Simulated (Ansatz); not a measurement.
Gas-phase electronic energies from Ansatz, PBE0-D4/def2-TZVP geometries. CCSD(T)/CBS adds triple-zeta CCSD(T) − MP2 to the extrapolated MP2 energy (def2 sets, frozen cores). DFT in def2-TZVPP. B3LYP here is the variant with VWN-RPA as its local correlation; programs differ in this. Each species was taken in one conformer, which may not be the lowest.

Consider the isomerisation: `C[C@]1(F)O[Si@H]1O` → `O[Si@@H]1C[C@@H](F)O1`.

`C[C@]1(F)O[Si@H]1O`:

Z-matrix (Å, degrees):
```
C
C 1 1.489
H 1 1.090 2 110.5
H 1 1.091 2 110.2 3 120.5
H 1 1.094 2 109.4 3 -119.7
F 2 1.380 1 109.7 3 -179.0
O 2 1.449 1 114.4 3 57.5
Si 2 1.814 1 133.2 3 -13.3
O 8 1.623 2 123.5 1 -161.0
H 8 1.470 2 127.2 1 -0.4
H 9 0.961 8 117.2 2 -15.7
```

`O[Si@@H]1C[C@@H](F)O1`:

Z-matrix (Å, degrees):
```
Si
C 1 1.870
C 1 2.265 2 42.3
O 1 1.678 2 80.4 3 -4.9
O 1 1.629 2 120.9 3 -117.7
H 1 1.476 2 120.7 3 109.1
H 2 1.088 1 120.2 3 -112.4
H 2 1.090 1 116.0 3 112.0
F 3 1.371 1 118.4 2 96.8
H 3 1.094 1 134.0 2 -95.4
H 5 0.959 1 118.8 2 46.1
```

```json
{"level": "r2SCAN-D4", "ΔE (kcal/mol)": "-20.6"}
{"level": "PBE0-D4", "ΔE (kcal/mol)": "-22.5"}
{"level": "B3LYP-D4", "ΔE (kcal/mol)": "-20.9"}
{"level": "PBE", "ΔE (kcal/mol)": "-19.3"}
{"level": "r2SCAN", "ΔE (kcal/mol)": "-20.6"}
{"level": "B3LYP", "ΔE (kcal/mol)": "-20.7"}
{"level": "SCS-MP2/def2-TZVPP", "ΔE (kcal/mol)": "-23.1"}
{"level": "HF/def2-QZVPP", "ΔE (kcal/mol)": "-26.5"}
```

(1) What does CCSD(T)/CBS give? (An estimate is asked.)

Largest T1 diagnostic among the species: 0.013.

## Answers

(1) Ansatz gave: -22.5 kcal/mol. The listed levels differ from it by 1.9, 0.0, 1.6, 3.2, 1.9, 1.8, -0.6, -4.0 kcal/mol.

In def2-TZVPP, CCSD(T) changes the Hartree–Fock value by +3.6 kcal/mol (the triples alone add +0.9 kcal/mol) and MP2 by +3.5 kcal/mol. From PBE to PBE0 (25 % exact exchange), in def2-TZVPP and without D4, ΔE moves by −3.1 kcal/mol.
